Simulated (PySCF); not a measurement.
## Correlation energy of Mg(2+) (magnesium, charge +2)

[Ne], closed-shell 1S. All numbers are calculated (PySCF 2.14, the non-relativistic Hamiltonian (point nucleus), in def2-TZVP). Frozen: [He] 2s2; 6 electrons correlated.

Total MP2 correlation energy: -121.63 mhartree.

Same-spin part -35.72 and opposite-spin part -85.91 mhartree; SCS-MP2 scales them by 1/3 and 6/5 to -115.00 mhartree.

```json
{"level": "CCSD", "correlation energy (mhartree)": "-125.75"}
{"level": "(T)", "correlation energy (mhartree)": "-0.70"}
{"level": "CCSD(T)", "correlation energy (mhartree)": "-126.45"}
```

Diagnostics: T1 = 0.0021, D1 = 0.0030, largest double amplitude 0.019.

Q: Is a single reference adequate?

A: Yes: T1 lies below 0.03 and no double amplitude reaches 0.07.
